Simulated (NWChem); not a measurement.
SnCl4; SMILES [Cl][Sn]([Cl])([Cl])[Cl]

```xyz
5

Cl    -0.7767    -1.7246    -1.3376
Sn     0.0000     0.0000     0.0000
Cl     0.7767     1.7246    -1.3376
Cl     1.7246    -0.7767     1.3376
Cl    -1.7246     0.7767     1.3376
```
Atoms are numbered in this order, from 1.

Level: PBE0/def2-SVP with def2 effective core potentials on Sn (NWChem), optimised geometry, unscaled harmonic frequencies. def2 effective core potentials on Sn; no spin-orbit coupling.

### Question
List the harmonic frequencies with IR intensities, and the thermochemistry.

### Answer
```
frequency (cm⁻¹)  IR intensity (km/mol)
----------------  ---------------------
96                                  0.0
96                                  0.0
125                                11.6
125                                11.6
125                                11.6
361                                 0.0
410                                59.9
410                                59.9
410                                60.0
```

The zero-point energy is 3.1 kcal/mol and the thermal correction to the enthalpy at 298.15 K (with zero-point energy) comes out as 8.5 kcal/mol. The heat capacity Cv comes out as 21.5 cal/(mol K) and the entropy at 298.15 K and 1 atm (symmetry number 12) is 87.7 cal/(mol K).

Rigid rotor and harmonic oscillator; modes under 100 cm⁻¹ make the entropy uncertain.
